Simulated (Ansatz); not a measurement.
Reaction (substitution at a C–S bond): `CCCCCSCCCCC` + HCl → `CCCCCCl` + `CCCCCS`

Program: Ansatz. Geometries: PBE0-D4/def2-TZVP. ΔE: electronic, gas phase. CCSD(T)/CBS adds triple-zeta CCSD(T) − MP2 to the extrapolated MP2 energy (def2 sets, frozen cores). This one scheme is used for every species. DFT in def2-TZVPP. B3LYP here is the variant with VWN-RPA as its local correlation; programs differ in this. HSE06 is defined as in plane-wave codes. One conformer a species, not always the lowest.

Is it downhill or uphill in electronic energy at CCSD(T)/CBS, and by how much? (Estimate.)

Computed: Uphill: ΔE = +14.0 kJ/mol.

What do these levels give: LDA (SPW92), HSE06-D4, BHLYP-D4, CAM-B3LYP-D4, B2PLYP, B3LYP, r2SCANh, BHLYP, LC-ωPBE, CCSD/def2-TZVPP, HF/def2-QZVPP, SCS-MP2/def2-QZVPP? (An estimate is asked.)

Ansatz gave: LDA (SPW92) 15.4, HSE06-D4 11.7, BHLYP-D4 8.2, CAM-B3LYP-D4 9.3, B2PLYP 1.9, B3LYP -7.3, r2SCANh 5.1, BHLYP -5.5, LC-ωPBE 3.1, CCSD/def2-TZVPP 10.6, HF/def2-QZVPP -13.6, SCS-MP2/def2-QZVPP 10.8 kJ/mol.

Largest T1 diagnostic among the species: 0.009.

From BLYP to BHLYP (50 % exact exchange), in def2-TZVPP and without D4, ΔE moves by +5.3 kJ/mol. The D4 term adds +16.9 kJ/mol with B3LYP and +11.3 kJ/mol with PBE0; it sums over pairs of atoms, weighted by their polarisabilities, and B3LYP, whose exchange is more repulsive, gets the larger term.
